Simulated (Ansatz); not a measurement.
Single points on `SCCCCc1ccc(/N=N/c2ccccc2)cc1` with charge +1.

```yaml
crystal:
  periodic: [false, false, false]
  atoms:
    - {symbol: S, position_ang: [-5.172848, -0.869020, 3.157932]}
    - {symbol: C, position_ang: [-5.123956, -1.106705, 1.344555]}
    - {symbol: C, position_ang: [-4.281967, -0.059474, 0.607410]}
    - {symbol: C, position_ang: [-4.179759, -0.353707, -0.893230]}
    - {symbol: C, position_ang: [-3.355028, 0.697950, -1.672016]}
    - {symbol: C, position_ang: [-1.898636, 0.725959, -1.296577]}
    - {symbol: C, position_ang: [-1.353495, 1.792245, -0.544172]}
    - {symbol: C, position_ang: [-0.009120, 1.799467, -0.176670]}
    - {symbol: C, position_ang: [0.827492, 0.726364, -0.573652]}
    - {symbol: N, position_ang: [2.147451, 0.773460, -0.169500]}
    - {symbol: N, position_ang: [3.059856, 0.073184, -0.625418]}
    - {symbol: C, position_ang: [4.284001, -0.133582, -0.012194]}
    - {symbol: C, position_ang: [5.297053, -0.737552, -0.799862]}
    - {symbol: C, position_ang: [6.546720, -0.986221, -0.229202]}
    - {symbol: C, position_ang: [6.783511, -0.646183, 1.115908]}
    - {symbol: C, position_ang: [5.770591, -0.051568, 1.899781]}
    - {symbol: C, position_ang: [4.518077, 0.205879, 1.348921]}
    - {symbol: C, position_ang: [0.298019, -0.360165, -1.323989]}
    - {symbol: C, position_ang: [-1.045188, -0.345864, -1.675606]}
    - {symbol: H, position_ang: [-5.884525, 0.296113, 3.147073]}
    - {symbol: H, position_ang: [-6.163635, -1.142729, 0.958492]}
    - {symbol: H, position_ang: [-4.695965, -2.122519, 1.215905]}
    - {symbol: H, position_ang: [-3.269674, -0.021847, 1.064502]}
    - {symbol: H, position_ang: [-4.728719, 0.947758, 0.760803]}
    - {symbol: H, position_ang: [-3.735922, -1.361754, -1.047928]}
    - {symbol: H, position_ang: [-5.195121, -0.395272, -1.341388]}
    - {symbol: H, position_ang: [-3.438963, 0.467493, -2.755808]}
    - {symbol: H, position_ang: [-3.800529, 1.702763, -1.523293]}
    - {symbol: H, position_ang: [-2.002107, 2.630181, -0.247336]}
    - {symbol: H, position_ang: [0.422367, 2.621791, 0.411853]}
    - {symbol: H, position_ang: [5.075587, -0.995657, -1.845533]}
    - {symbol: H, position_ang: [7.342689, -1.449570, -0.830139]}
    - {symbol: H, position_ang: [7.768867, -0.845955, 1.563121]}
    - {symbol: H, position_ang: [5.971448, 0.212066, 2.949227]}
    - {symbol: H, position_ang: [3.710000, 0.670536, 1.932768]}
    - {symbol: H, position_ang: [0.965749, -1.181711, -1.622156]}
    - {symbol: H, position_ang: [-1.454322, -1.176145, -2.272585]}
basis:
  gaussian: {orbitals: def2-TZVP, fitting: {mean_field: def2-universal-jkfit}, initial_orbitals: start.molden}
total_charge: 1
magnetization: {spin_polarized: true, initial_magnetization: 1}
hamiltonian: {xc: pbe, dispersion: d4}
scf: {omitted_lower_state_checks: [starts]}
output: {orbitals: {seedname: orbitals}}
```

The file start.molden holds the orbitals of an earlier run on this structure, at another level or in another basis.

```sh
$ ansatz run in.yaml --threads 2 --pin off --events-out ev --progress --plain --max-ram 22528MiB --backend cuda --devices 0, --max-vram 18GiB
```

Output, abridged:

```
Functional definition: PBE
1806 factors; integrals over basis functions are off by at most 5.7e-1 eV
mean field evaluation 1: about -30669.7209 eV, gradient 1.3e1 eV
mean field evaluation 2: about -30670.1781 eV, gradient 9.2e-1 eV
mean field evaluation 4: about -30670.2012 eV, gradient 3.2e-1 eV
mean field evaluation 8: about -30670.2021 eV, gradient 2.2e-5 eV
mean field -30670.20211403 eV, -1127.1091386811 hartree, gradient 2.2e-5 eV, S^2 0.752150; 0 other end points of the search recorded, 0 dependent functions left out
reference -30670.20219515 eV, -1127.1091416622 hartree; 72, 71 occupied and 631, 632 virtual orbitals, 1806 factors
Total energy: -30671.34475183 eV, -1127.1511298458 hartree
Checks for a lower state left out: starts
```

Run time 8 s (2 threads of AMD EPYC 7R13 on a shared host and a share (18 GiB) of an NVIDIA H100 80GB HBM3).

The first input with `hamiltonian: {xc: pbe0, dispersion: d4}` (abridged; 11 s):

```
Functional definition: PBE0
mean field -30672.28609821 eV, -1127.1857236870 hartree, gradient 2.2e-5 eV, S^2 0.761835
Total energy: -30673.26449598 eV, -1127.2216791418 hartree
Checks for a lower state left out: starts
```

Geometry: PBE-D4/def2-SVP.

Single mean-field runs in def2-TZVP are fitted with def2-universal-jkfit. At PBE-D4/def2-TZVP the gap within one spin of the relaxed charge 1 doublet nearly closes, so an electron or hole may be smeared out by delocalisation error.
